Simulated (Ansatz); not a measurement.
Ansatz (a quantum-chemistry and plane-wave program) input (RI-MP2/aug-cc-pVQZ):
A basis named .json is the Basis Set Exchange file of that set.

Ansatz 0.2 input:
```yaml
crystal:
  periodic: [false, false, false]
  atoms:
    - {symbol: O, position_ang: [1.64545963, -1.13987319, 0.40643388]}
    - {symbol: B, position_ang: [0.32457953, -0.90265757, 0.27708198]}
    - {symbol: O, position_ang: [-0.55435625, -1.89449166, 0.52500217]}
    - {symbol: Br, position_ang: [-0.31662622, 0.88053936, -0.27029252]}
    - {symbol: H, position_ang: [2.20623506, -0.38375668, 0.21243400]}
    - {symbol: H, position_ang: [-1.47604205, -1.64691435, 0.41090575]}
basis:
  gaussian:
    orbitals: aug-cc-pVQZ
    fitting: {mean_field: def2-universal-jkfit, correlation: aug-cc-pVQZ-RIFIT.json}
total_charge: 1
magnetization: {spin_polarized: true, initial_magnetization: 1}
correlation: {method: mp2, electrons: outside_noble_gas}
```

End of the output:

```
integrals: 0.92 GiB planned
531 factors; integrals over basis functions are off by at most 2.2e0 eV
0.94 GiB of device memory are held for the factors and their scratch space
mean field: 1.91 GiB planned
mean field evaluation 1: about -74764.8262 eV, gradient 5.1e1 eV
mean field evaluation 2: about -74769.2050 eV, gradient 3.9e1 eV
mean field evaluation 4: about -74774.2461 eV, gradient 1.0e0 eV
mean field evaluation 8: about -74774.2602 eV, gradient 1.5e-6 eV
mean field evaluation 16: about -74774.1451 eV, gradient 1.8e-2 eV
mean field evaluation 32: about -74772.7942 eV, gradient 1.1e0 eV
mean field evaluation 64: about -74773.7057 eV, gradient 8.3e0 eV
mean field -74774.26019801 eV, -2747.9033784630 hartree, gradient 1.5e-6 eV, S^2 0.760489; 13 other end points of the search recorded, 0 dependent functions left out
17 core orbitals not correlated
926 factors; their error is unknown
reference -74774.26019801 eV, -2747.9033784630 hartree; 12, 11 occupied and 396, 397 virtual orbitals, 926 factors
second order -20.90971794 eV of doubles, -0.00000000 eV of singles
Total energy: -74795.16991596 eV, -2748.6717964243 hartree
```

This state (charge 1, doublet) is run at the relaxed geometry of the species with charge 0 and multiplicity 1.
